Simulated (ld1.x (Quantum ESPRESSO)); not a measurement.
**What one change does to a pseudopotential (N (Z = 7), PAW)**

| Item | Value |
| --- | --- |
| Element | nitrogen (N) |
| Generator | ld1.x (Quantum ESPRESSO) 7.5 |
| Type | PAW |
| Functional | PBE |
| Relativity | scalar-relativistic |
| Frozen core | [He] |
| Valence charge | 5 |
| Reference configuration | 2s2 2p3 |
| Partial waves | 2s (bound): rcut 0.55, rcutus 0.75 bohr; 2s channel at 0.1 Ry: rcut 0.55, rcutus 0.75 bohr; 2p (bound): rcut 1.85, rcutus 2.00 bohr; 2p channel at 0.65 Ry: rcut 1.85, rcutus 2.00 bohr |
| Local potential | all-electron potential smoothed inside 1.55 bohr (lloc = -1) |
| Core correction | Bessel-smoothed model core, default radius (core density twice the valence density) |
| Augmentation charge | PSQ, radius 0.55 bohr |

Change: core correction a·sin(br)/r model core, default radius (ld1.x builds one for every PAW set, though the input has nlcc=.false.).

Cutoffs: the cutoffs (Ry, on a coarse ladder) from which the occupation-weighted sum of valence levels, in a spherical-Bessel basis at the reference potential, stays within 10 and 1 mRy of its value at 400 Ry; they do not see the model core or the augmentation charge, which bear on the density cutoff. Errors are all-electron minus pseudo energies relative to the spin-unpolarised reference configuration.

Q: How do hardness, ghosts and transferability respond?

A: The potential gets neither clearly harder nor softer (60 Ry and 80 Ry → 60 Ry and 80 Ry); of the 7 tests that both files solve, the error grows in 0 and shrinks in 2 by more than 15 % and 0.3 meV (median size 4.7 → 3.1 meV); neither file shows a bound ghost. The default core radius of the base comes out at 0.41 bohr. A model core, the more so a compact one, raises the density cutoff, which this test does not measure.

```csv
quantity,base,changed
"cutoff, loose",60 Ry,60 Ry
"cutoff, tight",80 Ry,80 Ry
bound ghosts,none,none
"error for 2s2 2p2, meV [ΔE 13.59 eV]",-3.1,-3.1
"error for 2s2 2p1, meV [ΔE 42.45 eV]",-16,-16
"error for 2s2 2p0, meV [ΔE 89.53 eV]",-4.7,-1.0
"error for 2s1 2p4, meV [ΔE 11.51 eV]",-0.6,-0.4
"error for 2s2 2p2.5, meV [ΔE 5.09 eV]",-0.6,-0.6
"error for 2s1 2p3, meV [ΔE 25.37 eV]",-4.8,-4.4
"error for 2s1 2p0, meV [ΔE 167.35 eV]",-23,-19
s: phases at 2.19 bohr within 0.05 rad from the reference energy up to (Ry; the scan ends near 5),to the end of the scan,to the end of the scan
p: phases at 2.19 bohr within 0.05 rad from the reference energy up to (Ry; the scan ends near 5),to the end of the scan,to the end of the scan
lowest overlap eigenvalue by channel,"s 0.68, p 0.52","s 0.68, p 0.52"
```
